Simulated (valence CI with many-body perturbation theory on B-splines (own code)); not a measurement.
## Eu56+: magnetic and hyperfine properties of the levels

Computed by configuration interaction combined with many-body perturbation theory (CI+MBPT): five valence electrons over a frozen Dirac-Fock core [He], radial functions for each j: 11 s, 11 p, 10 d, 8 f, 5 g, 2 h, with the one-electron correlation potential Σ1, the two-electron term Σ2, the three-electron term Σ3, Breit, model QED; selected CI, second order for the rest, scaled by the run's own slope (own B-spline code, finite nucleus).

No measured spectrum was set against this ion. As an estimate, large intervals hold to a few tenths of a per cent, small ones and those within an open d or f shell to about a per cent. Among the levels kept, up to 7300 cm⁻¹ of a level comes from second order outside the variational space, and about a tenth of that is noise between levels of different J, which matters for small intervals.

A/g_I is the dipole constant over the nuclear g factor μ/I (μ in nuclear magnetons, uniformly magnetised nucleus), B/Q the quadrupole constant per barn. Both hold the static response of the core; the bare values leave it out. Large factors of s and p1/2 electrons are usually good to 5 to 10 %; those of open d and f shells near neutrality can be off by tens of per cent, and small factors of p3/2, d and f electrons come from cancelling terms and can be off by a factor of two or in sign, in half-filled shells by more. B is blank for J = 1/2, where it vanishes, and for nearly pure S terms. Energies count from the lowest level.

Levels are named by their leading jj configuration (3d3/2^4 stands for four electrons in 3d with j = 3/2), which in mixed levels can hold well under half, so a name can repeat and another be missing. Letters in brackets count levels of one name in rising energy.

```
                             Level  E (eV)      g  A/g_I (MHz)  A/g_I bare  B/Q (MHz/b)  B/Q bare
        (2s^2 2p1/2^2 2p3/2) J=3/2     0.0  1.333       479000      491000       910000    912000
        (2s^2 2p1/2 2p3/2^2) J=3/2   657.5  1.440      -142000     -124000        77300     77400
        (2s^2 2p1/2 2p3/2^2) J=5/2   679.5  1.173      1130000     1140000        -3380     -3390
        (2s^2 2p1/2 2p3/2^2) J=1/2   719.7  0.631      3680000     3670000                       
        (2s 2p1/2^2 2p3/2^2) J=5/2   928.8  1.461      2650000     2630000       177000    177000
        (2s 2p1/2^2 2p3/2^2) J=1/2  1013.8  2.039     1.13e+07    1.11e+07                       
        (2s 2p1/2^2 2p3/2^2) J=3/2  1015.3  1.183     -1670000    -1620000      -155000   -155000
              (2s^2 2p3/2^3) J=3/2  1378.7  1.288       504000      515000      -990000   -992000
      (2s 2p1/2 2p3/2^3) J=3/2 [a]  1609.2  1.579      2660000     2650000      -741000   -742000
          (2s 2p1/2 2p3/2^3) J=5/2  1646.3  1.284      3310000     3290000     -1130000  -1130000
          (2s 2p1/2 2p3/2^3) J=1/2  1694.9  1.377     -4070000    -3990000                       
      (2s 2p1/2 2p3/2^3) J=3/2 [b]  1704.9  1.029       146000      170000      -249000   -249000
           (2p1/2^2 2p3/2^3) J=3/2  2004.5  1.309       467000      489000      -945000   -947000
                (2s 2p3/2^4) J=1/2  2369.4  1.837     1.13e+07    1.12e+07                       
             (2p1/2 2p3/2^4) J=1/2  2686.9  0.631      3690000     3660000                       
           (2s^2 2p1/2^2 3s) J=1/2  6329.6  2.003      3230000     3200000                       
        (2s^2 2p1/2^2 3p1/2) J=1/2  6411.8  0.652      1070000     1060000                       
        (2s^2 2p1/2^2 3p3/2) J=3/2  6620.4  1.326       140000      144000       266000    266000
        (2s^2 2p1/2^2 3d3/2) J=3/2  6696.2  0.785        81800       81700        44800     45200
        (2s^2 2p1/2^2 3d5/2) J=5/2  6759.5  1.192        29500       29600        38100     38600
   (2s^2 2p1/2 2p3/2 3s) J=3/2 [a]  6997.0  1.662       765000      769000       600000    602000
       (2s^2 2p1/2 2p3/2 3s) J=1/2  7005.5  1.299     -1480000    -1450000                       
       (2s^2 2p1/2 2p3/2 3s) J=5/2  7015.6  1.319      1690000     1680000       872000    873000
   (2s^2 2p1/2 2p3/2 3s) J=3/2 [b]  7021.0  0.967      1020000     1030000       525000    526000
    (2s^2 2p1/2 2p3/2 3p1/2) J=1/2  7078.4  1.728      -765000     -737000                       
(2s^2 2p1/2 2p3/2 3p1/2) J=3/2 [a]  7084.4  1.135       768000      774000       183000    184000
    (2s^2 2p1/2 2p3/2 3p1/2) J=5/2  7097.4  1.059      1260000     1260000       864000    865000
(2s^2 2p1/2 2p3/2 3p1/2) J=3/2 [b]  7128.9  1.320       735000      746000       903000    905000
       (2s 2p1/2^2 2p3/2 3s) J=5/2  7229.0  1.596      2890000     2870000       936000    938000
   (2s 2p1/2^2 2p3/2 3s) J=3/2 [a]  7254.2  1.451      3400000     3380000       469000    469000
(2s^2 2p1/2 2p3/2 3p3/2) J=1/2 [a]  7279.1  1.530     -1220000    -1190000                       
(2s^2 2p1/2 2p3/2 3p3/2) J=5/2 [a]  7283.5  1.425       147000      156000       908000    910000
(2s^2 2p1/2 2p3/2 3p3/2) J=3/2 [a]  7288.6  1.149      1150000     1150000      -594000   -595000
    (2s^2 2p1/2 2p3/2 3p3/2) J=7/2  7295.7  1.226       801000      805000      1150000   1150000
(2s^2 2p1/2 2p3/2 3p3/2) J=3/2 [b]  7304.5  1.388      -329000     -308000       422000    422000
       (2s 2p1/2^2 2p3/2 3s) J=1/2  7311.3  0.800     -2110000    -2060000                       
(2s^2 2p1/2 2p3/2 3p3/2) J=5/2 [b]  7319.4  1.189       994000      997000       127000    127000
(2s 2p1/2^2 2p3/2 3p1/2) J=3/2 [a]  7322.5  1.692      3610000     3590000       617000    618000
    (2s 2p1/2^2 2p3/2 3p1/2) J=5/2  7323.4  1.355      2700000     2680000       882000    883000
   (2s 2p1/2^2 2p3/2 3s) J=3/2 [b]  7328.1  1.390      -348000     -325000       455000    456000
```

Question: Take the isotope of mass number 153, with I = 5/2, μ = 1.5294 μN and Q = 2.41 b. What is the hyperfine structure of (2s^2 2p1/2 2p3/2^2) J=5/2?

Answer: From the table A = 692000 MHz, B = -8150 MHz. Shifts from the centre of gravity in MHz: F = 0: -6060000, F = 1: -5370000, F = 2: -3980000, F = 3: -1900000, F = 4: 868000, F = 5: 4320000.
